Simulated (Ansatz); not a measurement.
Process, species as SMILES: [GaH] (GaH) (closed-shell singlet) → Ga atom + H atom
B3LYP-D3(BJ)/def2-TZVP geometries, fixed; electronic energies without zero-point terms.

Basis-set convergence of the atomisation energy at PBE with Ansatz (a quantum-chemistry and plane-wave program). Cartesian d functions, on some or all atoms, in 3-21G, 6-31G, 6-31G*, 6-31G**; all else is spherical. The program fits the integrals of some runs and decomposes those of others, by size. Open shells are unrestricted. No added dispersion term, no relativity. Functions are those of the species that has most. Reference: the value in aug-cc-pV5Z, 66.30 kcal/mol, itself unsure by roughly 0.10 kcal/mol (its mean distance from pcseg-4, aug-pcseg-3, aug-cc-pVQZ). Deviations are taken from unrounded values.

```tsv
basis	functions
3-21G	25
6-31G	31
def2-SV(P)	34
6-31G*	37
def2-SVP	37
6-31G**	40
aug-pcseg-1	45
6-311G**	50
def2-TZVP	54
def2-TZVPP	62
aug-pcseg-2	82
def2-QZVP	105
def2-QZVPP	119
aug-pcseg-3	142
```

Problem. Which is the smallest set listed that can be trusted to 1 kcal/mol here, that is, within that of the reference together with its larger relatives (same family, alike in diffuse functions; a set with none to test it counts only in the reference's own line)?

Solution. The smallest set listed that lies within 1 kcal/mol of the reference with all its larger relatives (same family, alike in diffuse functions; a set with none counts only in the reference's own line) is def2-SV(P) (34 functions, -0.34 kcal/mol off). Inside the window by cancellation, since a larger relative falls out: 6-31G. Value minus reference: 3-21G 3.49, 6-31G -0.54, def2-SV(P) -0.34, 6-31G* -1.21, def2-SVP 0.08, 6-31G** -0.69, aug-pcseg-1 -0.45, 6-311G** -0.09, def2-TZVP 0.29, def2-TZVPP 0.40, aug-pcseg-2 -0.17, def2-QZVP -0.04, def2-QZVPP 0.00, aug-pcseg-3 -0.11 kcal/mol.
